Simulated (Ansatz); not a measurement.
C$_{9}$H$_{21}$FSi, SMILES `CC(C)[Si](F)(C(C)C)C(C)C`. The species carries charge 0 and has multiplicity 1. The structure was optimised at the PBE0-D4/def2-TZVP level. It is one conformer, not always the lowest.

```xyz
32

C     0.509   -2.042    2.167
C    -0.503   -1.485    1.168
C    -1.650   -0.773    1.881
Si    0.322   -0.417   -0.143
F     1.448   -1.361   -0.825
C    -0.880    0.053   -1.512
C    -1.652   -1.164   -2.020
C    -0.176    0.764   -2.668
C     1.219    1.063    0.609
C     2.491    1.440   -0.149
C     0.300    2.273    0.780
H     0.029   -2.739    2.861
H     0.954   -1.245    2.770
H     1.323   -2.574    1.669
H    -0.922   -2.334    0.611
H    -2.398   -0.385    1.184
H    -1.285    0.069    2.477
H    -2.163   -1.452    2.569
H    -1.600    0.754   -1.067
H    -2.248   -1.635   -1.235
H    -0.974   -1.923   -2.422
H    -2.336   -0.880   -2.827
H     0.296    1.698   -2.354
H    -0.887    1.007   -3.464
H     0.601    0.132   -3.105
H     1.521    0.730    1.611
H     2.267    1.803   -1.155
H     3.026    2.240    0.373
H     3.170    0.592   -0.253
H    -0.601    2.039    1.352
H     0.820    3.082    1.303
H    -0.020    2.668   -0.188
```

(1) What is the dipole moment at ωB97M-V/def2-TZVPP? (Estimate.)

(2) And with PBE, r2SCAN, B3LYP? (Estimate.)

(3) Give the Mulliken charges with ωB97M-V, r2SCAN, B3LYP in def2-TZVPP. (Best estimate.)

Answers

(1) Ansatz gave: 1.58 D, with components (-1.14, 0.83, 0.71) D in this frame, pointing from negative to positive charge.

(2) The calculation gave: PBE 1.52 D, r2SCAN 1.55 D, B3LYP 1.59 D.

(3) The calculation gave: 
| atom | ωB97M-V | r2SCAN | B3LYP |
| --- | --- | --- | --- |
| C1 | -0.35 | -0.21 | -0.31 |
| C2 | -0.20 | 0.03 | -0.05 |
| C3 | -0.35 | -0.21 | -0.31 |
| Si4 | 0.64 | 0.52 | 0.65 |
| F5 | -0.30 | -0.33 | -0.34 |
| C6 | -0.19 | 0.03 | -0.05 |
| C7 | -0.34 | -0.19 | -0.30 |
| C8 | -0.34 | -0.20 | -0.30 |
| C9 | -0.24 | -0.01 | -0.08 |
| C10 | -0.32 | -0.18 | -0.29 |
| C11 | -0.33 | -0.18 | -0.29 |
| H12 | 0.11 | 0.04 | 0.08 |
| H13 | 0.11 | 0.04 | 0.07 |
| H14 | 0.12 | 0.07 | 0.10 |
| H15 | 0.10 | 0.01 | 0.05 |
| H16 | 0.12 | 0.06 | 0.09 |
| H17 | 0.11 | 0.05 | 0.08 |
| H18 | 0.12 | 0.05 | 0.08 |
| H19 | 0.10 | 0.01 | 0.05 |
| H20 | 0.11 | 0.05 | 0.08 |
| H21 | 0.13 | 0.06 | 0.09 |
| H22 | 0.11 | 0.04 | 0.08 |
| H23 | 0.10 | 0.05 | 0.08 |
| H24 | 0.11 | 0.04 | 0.08 |
| H25 | 0.13 | 0.07 | 0.09 |
| H26 | 0.10 | 0.01 | 0.05 |
| H27 | 0.11 | 0.05 | 0.08 |
| H28 | 0.11 | 0.04 | 0.08 |
| H29 | 0.12 | 0.06 | 0.10 |
| H30 | 0.12 | 0.06 | 0.09 |
| H31 | 0.11 | 0.04 | 0.08 |
| H32 | 0.11 | 0.05 | 0.08 |

B3LYP here is the variant with VWN-RPA as its local correlation; programs differ in this.
